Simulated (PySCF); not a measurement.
A small calculation by hand: chemical shift, span and skew from a shielding tensor

C3H9NSi2, SMILES C1N=C(C)[SiH2][SiH2]1. Atoms are numbered in the order given.

```xyz
15

C      2.6119    -0.5372     0.0116
C      1.1244    -0.3758    -0.0852
N      0.4435    -1.2478    -0.7166
C     -0.9943    -1.1555    -0.8509
Si    -1.8106     0.3802     0.0002
Si     0.2510     1.1395     0.7389
H      2.9282    -0.5913     1.0664
H      2.9284    -1.4505    -0.5117
H      3.1258     0.3335    -0.4280
H     -1.4338    -2.0888    -0.4576
H     -1.2372    -1.1685    -1.9278
H     -2.7716    -0.0114     1.0753
H     -2.5079     1.2676    -0.9792
H      0.4894     1.1545     2.2153
H      0.7564     2.4239     0.1631
```

The structure is a stationary point at PBE0-D3(BJ)/def2-SVP. This is a generated structure with no PubChem entry under its InChIKey; it may be hypothetical. The values are those of a single conformer.

GIAO shieldings from PBE/pcSseg-1 (PySCF), non-relativistic, no solvent. The symmetric part of the tensor of C1 has the principal values 126.3, 136.5, 182.7 ppm. The same nucleus in TMS has σ = 182.0 ppm at this level (PySCF, at its B3LYP-D3(BJ)/def2-TZVP geometry).

Problem. Work out the isotropic shielding, the ¹³C shift against TMS, the span and the skew.

Solution. 
σ(iso) = (σ11 + σ22 + σ33)/3 = 148.5 ppm. δ = σ(ref) − σ(iso) = 182.0 − (148.5) = 33.5 ppm.
Span Ω = σ33 − σ11 = 56.4 ppm. Skew κ = 3(σ(iso) − σ22)/Ω = 0.64. Tumbling in solution averages the tensor to δ; in a static solid the shielding alone would spread this spin-1/2 line over Ω.
